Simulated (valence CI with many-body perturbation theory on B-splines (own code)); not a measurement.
**Energy levels of Sm XXXII**

Computed by configuration interaction combined with many-body perturbation theory (CI+MBPT): three valence electrons over a frozen Dirac-Fock core [Ar] 3d10, a basis of 9 s, 9 p, 8 d, 6 f, 3 g, 1 h functions for each j, with the one-electron correlation potential Σ1, the two-electron term Σ2, the three-electron term Σ3, Breit, model QED; selected CI, second order for the rest, scaled by the run's own slope (own B-spline code, finite nucleus).

No measured spectrum was set against this ion. As an estimate, large intervals hold to a few tenths of a per cent, small ones and those within an open d or f shell to about a per cent.

Levels 1 to 36 of 36, with energies above the lowest level, (4s^2 4p1/2) J=1/2. "Leading %" is the weight of the configuration and term that name the level; weights of strongly mixed levels are sums over their largest components and can fall short, so below about 35 % the name and the second component can differ from the true leading terms, or belong to a minority configuration. In the jj column 3d3/2^4 stands for four electrons in 3d with j = 3/2. Lifetimes count E1, E2, E3, M1 and M2 decay at the calculated energies, and are blank where another channel may lead or the interval is too uncertain; long ones can be off by a factor of two.

| No. | Configuration | Term | J | E (cm⁻¹) | Leading % | Leading jj | Second component | Lifetime |
| --- | --- | --- | --- | --- | --- | --- | --- | --- |
| 1 | 4s2 4p | 2P° | 1/2 | 0 | 99 | 4s^2 4p1/2 (99 %) |  |  |
| 2 | 4s2 4p | 2P° | 3/2 | 303920 | 99 | 4s^2 4p3/2 (99 %) |  | 3.91 μs |
| 3 | 4s 4p2 | 4P | 1/2 | 544560 | 68 | 4s 4p1/2^2 (93 %) | 23 % 4s 4p2 2S | 87.3 ps |
| 4 | 4s 4p2 | 4P | 3/2 | 777710 | 94 | 4s 4p1/2 4p3/2 (98 %) | 5 % 4s 4p2 2D | 720 ps |
| 5 | 4s 4p2 | 2D | 5/2 | 826050 | 50 | 4s 4p1/2 4p3/2 (96 %) | 49 % 4s 4p2 4P | 153 ps |
| 6 | 4s 4p2 | 2D | 3/2 | 898850 | 71 | 4s 4p1/2 4p3/2 (92 %) | 23 % 4s 4p2 2P | 9.87 ps |
| 7 | 4s 4p2 | 2P | 1/2 | 924540 | 71 | 4s 4p1/2 4p3/2 (91 %) | 21 % 4s 4p2 4P | 4.25 ps |
| 8 | 4s 4p2 | 4P | 5/2 | 1106100 | 50 | 4s 4p3/2^2 (92 %) | 44 % 4s 4p2 2D | 85.2 ps |
| 9 | 4s 4p2 | 2P | 3/2 | 1217700 | 54 | 4s 4p3/2^2 (57 %) | 35 % 4s2 4d 2D | 3.02 ps |
| 10 | 4s 4p2 | 2S | 1/2 | 1229000 | 69 | 4s 4p3/2^2 (96 %) | 19 % 4s 4p2 2P | 6.24 ps |
| 11 | 4s2 4d | 2D | 3/2 | 1291500 | 60 | 4s^2 4d3/2 (60 %) | 20 % 4s 4p2 2P | 2.21 ps |
| 12 | 4s2 4d | 2D | 5/2 | 1333800 | 91 | 4s^2 4d5/2 (91 %) | 6 % 4s 4p2 2D | 3.45 ps |
| 13 | 4p3 | 2P° | 3/2 | 1458600 | 42 | 4p1/2^2 4p3/2 (93 %) | 28 % 4p3 2D° | 7.92 ps |
| 14 | 4s 4p 4d | 4F° | 3/2 | 1682900 | 68 | 4s 4p1/2 4d3/2 (85 %) | 13 % 4s 4p 4d 2D° | 22.8 ps |
| 15 | 4p3 | 2D° | 5/2 | 1698400 | 43 | 4s 4p1/2 4d3/2 (51 %) | 23 % 4s 4p 4d 2D° | 42.7 ps |
| 16 | 4p3 | 4S° | 3/2 | 1716400 | 44 | 4p1/2 4p3/2^2 (74 %) | 30 % 4p3 2D° | 5.42 ps |
| 17 | 4s 4p 4d | 4F° | 5/2 | 1747300 | 52 | 4p1/2 4p3/2^2 (32 %) | 32 % 4p3 2D° | 10.5 ps |
| 18 | 4p3 | 2P° | 1/2 | 1799000 | 67 | 4p1/2 4p3/2^2 (67 %) | 19 % 4s 4p 4d 4D° | 3.93 ps |
| 19 | 4s 4p 4d | 4D° | 3/2 | 1803100 | 48 | 4s 4p1/2 4d3/2 (69 %) | 29 % 4s 4p 4d 4P° | 2.39 ps |
| 20 | 4s 4p 4d | 4D° | 1/2 | 1803500 | 50 | 4s 4p1/2 4d3/2 (68 %) | 26 % 4p3 2P° | 2.22 ps |
| 21 | 4s 4p 4d | 4P° | 5/2 | 1810400 | 50 | 4s 4p1/2 4d5/2 (89 %) | 24 % 4s 4p 4d 4D° | 4.24 ps |
| 22 | 4s 4p 4d | 4F° | 7/2 | 1816300 | 62 | 4s 4p1/2 4d5/2 (88 %) | 20 % 4s 4p 4d 4D° | 10.6 ps |
| 23 | 4s 4p 4d | 2F° | 5/2 | 1891900 | 72 | 4s 4p1/2 4d5/2 (70 %) | 10 % 4p3 2D° | 4.98 ps |
| 24 | 4s 4p 4d | 2D° | 3/2 | 1921200 | 42 | 4s 4p1/2 4d5/2 (56 %) | 36 % 4s 4p 4d 2P° | 2.38 ps |
| 25 | 4p3 | 2P° | 3/2 | 2026300 | 27 | 4p3/2^3 (50 %) | 14 % 4s 4p 4d 2P° | 4.44 ps |
| 26 | 4s 4p 4d | 4F° | 9/2 | 2041000 | 100 | 4s 4p3/2 4d5/2 (100 %) |  | 5.11 μs |
| 27 | 4s 4p 4d | 4D° | 5/2 | 2043200 | 56 | 4s 4p3/2 4d3/2 (91 %) | 15 % 4s 4p 4d 4F° | 2.40 ps |
| 28 | 4s 4p 4d | 4P° | 1/2 | 2044000 | 88 | 4s 4p3/2 4d3/2 (98 %) | 11 % 4s 4p 4d 4D° | 2.92 ps |
| 29 | 4s 4p 4d | 4D° | 7/2 | 2052900 | 54 | 4s 4p3/2 4d3/2 (62 %) | 32 % 4s 4p 4d 4F° | 2.82 ps |
| 30 | 4s 4p 4d | 4P° | 3/2 | 2055600 | 44 | 4s 4p3/2 4d3/2 (60 %) | 30 % 4s 4p 4d 4D° | 3.09 ps |
| 31 | 4s 4p 4d | 2D° | 5/2 | 2114100 | 48 | 4s 4p3/2 4d5/2 (97 %) | 36 % 4s 4p 4d 4P° | 4.75 ps |
| 32 | 4s 4p 4d | 2D° | 3/2 | 2116000 | 65 | 4s 4p3/2 4d3/2 (55 %) | 15 % 4s 4p 4d 4P° | 2.19 ps |
| 33 | 4s 4p 4d | 2F° | 5/2 | 2151800 | 66 | 4s 4p3/2 4d3/2 (75 %) | 18 % 4s2 4f 2F° | 2.37 ps |
| 34 | 4s 4p 4d | 2F° | 7/2 | 2167600 | 94 | 4s 4p3/2 4d5/2 (74 %) |  | 4.16 ps |
| 35 | 4s 4p 4d | 2F° | 7/2 | 2175500 | 58 | 4s 4p3/2 4d5/2 (75 %) | 21 % 4s 4p 4d 4D° | 4.11 ps |
| 36 | 4s 4p 4d | 2P° | 1/2 | 2187900 | 78 | 4s 4p3/2 4d3/2 (81 %) | 17 % 4s 4p 4d 4D° | 1.77 ps |

Where two levels of one J and parity lie close, their mixing, g and order are uncertain.

The ionisation energy to 4s2 1S_0 of the next ion comes out as 1227.8 eV (NIST: 1226 ± 4 eV (theoretical)). All 36 levels together are meant to be complete up to 2198700 cm⁻¹.
